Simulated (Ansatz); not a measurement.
Geometry optimisation, RKS B3LYP/def2-TZVP in Ansatz 0.2.0.

input.yaml

```yaml
crystal:
  periodic: [false, false, false]
  atoms:
    - { symbol: "N", position_ang: [-1.25322, -1.04206, -0.12094] }
    - { symbol: C, position_ang: [-0.51506, -0.20145, -0.66461] }
    - { symbol: Sb, position_ang: [1.49848, 0.44563, -0.10251] }
    - { symbol: H, position_ang: [-0.88279, -1.4949, 0.71429] }
    - { symbol: H, position_ang: [-0.90557, 0.27976, -1.55678] }
    - { symbol: H, position_ang: [2.09239, -1.11386, -0.43644] }
    - { symbol: H, position_ang: [1.77909, 0.8627, -1.72209] }
basis:
  gaussian: { orbitals: def2-TZVP }
hamiltonian:
  xc: b3lyp
relax:
  f_tol: 0.015
  max_steps: 40
output:
  orbitals: {}
```

Run as:

```bash
$ ansatz run input.yaml --threads 2 --pin off --max-ram 3072MiB --backend cpu --events-out ev --progress --plain --runs-dir out
```

Q: Where does it end, and by what steps?

A: The run converged. After 22 steps the energy has fallen by 0.061 eV; H4 moved furthest, 0.60 Å.

```csv
step,energy less start (eV),largest force component (eV/Å),accepted
0,0.0000,0.876,yes
1,0.0072,0.401,no
2,-0.0381,0.276,yes
3,-0.0367,0.228,no
4,-0.0398,0.209,yes
5,-0.0424,0.023,yes
6,-0.0429,0.019,yes
7,-0.0448,0.215,yes
8,-0.0461,0.365,yes
9,-0.0459,0.575,no
10,-0.0513,0.073,yes
11,-0.0536,0.132,yes
12,-0.0418,0.312,no
13,-0.0581,0.019,yes
14,-0.0596,0.059,yes
15,-0.0600,0.078,yes
16,-0.0605,0.090,yes
17,-0.0606,0.079,yes
18,-0.0608,0.065,yes
19,-0.0608,0.067,yes
20,-0.0608,0.045,yes
21,-0.0608,0.015,no
22,-0.0609,0.004,yes
```

```xyz
7
Properties=species:S:1:pos:R:3
N -1.168 -1.122 -0.232
C -0.604 -0.070 -0.637
Sb 1.470 0.614 -0.292
H -0.540 -1.742 0.283
H -1.219 0.642 -1.198
H 1.981 -0.970 0.124
H 1.894 0.383 -1.938
```

Run time: 44 s on 2 threads of Intel(R) Xeon(R) Platinum 8488C (Sapphire Rapids), with other jobs on the host, peak memory 0.29 GiB.
